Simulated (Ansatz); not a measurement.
System: C$_{3}$H$_{2}$ClN, charge 0, singlet. C3H2ClN (SMILES N#C/C=C\Cl).
B3LYP-D3(BJ)/def2-TZVP minimum from Ansatz (a quantum-chemistry and plane-wave program):
```
C
C 1 1.3333
H 2 1.0800 1 121.59
H 1 1.0829 2 118.59 3 0.00
C 1 1.4187 4 116.91 2 180.00
N 5 1.1524 4 151.50 1 -180.00
Cl 2 1.7136 3 114.06 1 180.00
```
Charge 0, spin multiplicity 1.

Property: atomisation energy (electronic, to ground-state atoms), in kcal/mol. Open shells are spin-unrestricted; no spin-orbit coupling. Cores are frozen in correlated methods. Rows without X2C or -DK are non-relativistic. CBS(X,Y): correlation extrapolated as X^-3, Hartree-Fock from the larger set. A bracket is a step between two methods taken in the basis named. Functionals run without relativity, which enters their misses. 'core' is core correlation in cc-pwCVTZ (1s frozen past Ne), 'X2C' scalar relativity in cc-pVTZ-DK, both at CCSD(T). Where a partner has so few electrons that a lower coupled-cluster level is exact, that level stands in. The restricted determinant of C3H2ClN (N#C/C=C\Cl, singlet) is unstable towards broken spin symmetry in at least one set run.

| level | program | atomisation energy (kcal/mol) | difference against the last row |
|---|---|---|---|
| HF/cc-pV(D+d)Z | Ansatz | 489.4 | -252.2 |
| HF/cc-pV(Q+d)Z | Ansatz | 502.7 | -238.9 |
| PBE0/def2-TZVPD | Ansatz | 747.8 | 6.2 |
| CCSD(T)/CBS(cc-pV(T+d)Z,cc-pV(Q+d)Z) | Ansatz | 737.0 | -4.6 |
| CCSDT(Q)/cc-pV(D+d)Z | Ansatz | 674.2 | -67.4 |
| CCSD(T)/CBS(cc-pV(T+d)Z,cc-pV(Q+d)Z) + [CCSDT(Q) - CCSD(T)]/cc-pV(D+d)Z + core + X2C | Ansatz | 741.6 | 0.0 |
